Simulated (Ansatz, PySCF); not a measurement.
Molecule: sum formula BOF₂, net charge 0, doublet state. It need not be the lowest isomer of its formula. 
Structure (B3LYP-D3(BJ)/def2-TZVP (Ansatz, a program for electronic structure) minimum search):
```
B
F 1 1.3198
F 1 1.3198 2 121.32
O 1 1.3598 2 119.34 3 -180.00
```
Charge 0, spin multiplicity 2.

Total electronic energies in hartree. Correlated levels leave the core frozen unless marked. Open shells are spin-unrestricted. No spin-orbit coupling. Non-relativistic. CBS(X,Y): correlation extrapolated as X^-3; Hartree-Fock from the larger set. The bracket is a focal-point correction in the basis named.

| level | program | energy (Eh) |
|---|---|---|
| HF/cc-pVDZ | Ansatz | -298.56609 |
| RI-HF/aug-cc-pVTZ | Ansatz | -298.67792 |
| RI-HF/cc-pVQZ | Ansatz | -298.69823 |
| PBE-D4/def2-TZVPD | Ansatz + dftd4 | -299.67575 |
| PBE0/6-31G* | Ansatz | -299.53957 |
| TPSSh-D3(BJ)/def2-TZVPD | PySCF + dftd3 | -299.97508 |
| HSE06/def2-TZVPD | Ansatz | -299.66533 |
| LC-wPBE/def2-TZVPD | Ansatz | -299.80289 |
| RI-MP2/aug-cc-pVQZ | Ansatz | -299.54814 |
| SCS-MP2/aug-cc-pVDZ | Ansatz | -299.18723 |
| CCSD/6-31G* | Ansatz | -299.11711 |
| CCSD(T)/aug-cc-pVTZ | Ansatz | -299.50291 |
| CCSD(T)/cc-pVQZ | Ansatz | -299.57392 |
| RI-MP2/CBS(cc-pVTZ,cc-pVQZ)+[CCSD(T)-MP2]/cc-pVQZ | Ansatz | -299.6244 |
| CCSD(T)/CBS(cc-pVTZ,cc-pVQZ) | Ansatz | -299.6238 |

Totals of different functionals don't rank their quality; only differences between species are comparable.
